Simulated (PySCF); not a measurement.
Si(Cl)3(NCO) (CCl3NOSi), SMILES O=C=N[Si](Cl)(Cl)Cl.

Geometry optimised at PBE0-D3(BJ)/def2-SVP. One conformer was computed; it need not be the lowest.

Method: M06-2X/def2-TZVP run with PySCF.

The molecule is in vacuum.

Computed frontier levels, gap, dipole moment and polarisability:
| Property | Value |
|---|---|
| highest occupied level | -10.74 eV |
| lowest empty level | 0.62 eV |
| orbital gap | 11.36 eV |
| dipole moment | 0.52 D |
| quadrupole, principal values (traceless, Buckingham form, about the centre of nuclear charge) | -7.05, 3.52, 3.52 D·Å |
| mean static polarisability | 75.7 bohr³ (11.22 Å³) |
| polarisability, principal values | 67.8, 67.8, 91.5 bohr³ |
